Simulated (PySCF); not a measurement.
Al(OH)2 (AlH2O2), SMILES [OH][Al][OH], multiplicity 2.

Geometry optimised at PBE-D3(BJ)/def2-TZVP. The multiplicity is an assumed one; other spin states were not compared. The isomer is the one that the SMILES or the coordinates give; other isomers of the formula were not compared. The values are those of a single conformer.

Computed with TDA-PBE0/def2-SVPD (PySCF 2.14.0).

Vertical excitations. Gas-phase values at a fixed geometry.

Computed excitation energies, oscillator strengths and character:
| state | energy (eV) | λ (nm) | f | main pairs |
|---|---|---|---|---|
| root 1 | 4.04 | 307 | 0.127 | α HOMO→LUMO 96 % |
| root 2 | 4.92 | 252 | 0.000 | β HOMO→LUMO 99 % |
| root 3 | 5.03 | 246 | 0.083 | α HOMO→LUMO+1 97 % |
| root 4 | 5.21 | 238 | 0.001 | β HOMO−1→LUMO 94 % |
| root 5 | 5.43 | 228 | 0.053 | β HOMO−2→LUMO 95 % |
| root 6 | 5.66 | 219 | 0.208 | α HOMO→LUMO+2 92 % |
| root 7 | 6.20 | 200 | 0.101 | α HOMO→LUMO+3 75 %, α HOMO→LUMO+4 15 %, β HOMO−3→LUMO 7 % |
| root 8 | 6.33 | 196 | 0.010 | α HOMO→LUMO+3 6 %, β HOMO−3→LUMO 90 % |
| root 9 | 6.58 | 188 | 0.018 | α HOMO→LUMO+4 80 %, α HOMO→LUMO+3 17 % |
| root 10 | 6.78 | 183 | 0.018 | α HOMO−1→LUMO 81 %, β HOMO→LUMO+2 14 % |
Unrestricted roots are not spin-pure.
